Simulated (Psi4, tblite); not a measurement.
Interaction energy of C2H2 ··· BF3 (SMILES C#C and FB(F)F), singlet. Monomers: optimised at B3LYP-D3(BJ) (def2-TZVP), held rigid. Orientation: a random orientation, not optimised. R is the distance of the centres of mass, along which the second monomer moves.

Geometry at R = 4.40 Å (first 4 atoms: monomer A):
```
8

C      0.5900     0.0169    -0.0983
C     -0.5900    -0.0170     0.0983
H      1.6378     0.0473    -0.2729
H     -1.6378    -0.0472     0.2729
F      4.2471     0.2005     0.6869
B      4.2409    -1.0900     0.4311
F      3.2916    -1.8552     0.9244
F      5.1843    -1.6163    -0.3195
```

- GFN2-xTB (tblite)
- SAPT0/jun-cc-pVDZ, frozen core (Psi4)

Interaction energies in kcal/mol; the last columns give the difference from SAPT0:

| R / Å | GFN2-xTB | SAPT0/jun-cc-pVDZ | GFN2-xTB − SAPT0/jun-cc-pVDZ |
|---|---|---|---|
| 3.79 | 1.52 | 5.09 | -3.57 |
| 3.98 | 0.24 | 3.07 | -2.84 |
| 4.21 | -0.41 | 1.76 | -2.17 |
| 4.40 | -0.59 | 1.17 | -1.76 |
| 4.61 | -0.63 | 0.78 | -1.41 |
| 4.80 | -0.59 | 0.57 | -1.16 |
| 5.10 | -0.50 | 0.38 | -0.88 |
| 5.38 | -0.40 | 0.28 | -0.68 |
| 5.93 | -0.25 | 0.16 | -0.42 |
| 6.56 | -0.15 | 0.10 | -0.25 |
| 7.60 | -0.07 | 0.05 | -0.11 |
| 8.89 | -0.03 | 0.02 | -0.05 |

GFN2-xTB is furthest from SAPT0/jun-cc-pVDZ at 3.79 (-3.57 kcal/mol, below); its mean absolute difference over the points is 1.28 kcal/mol.
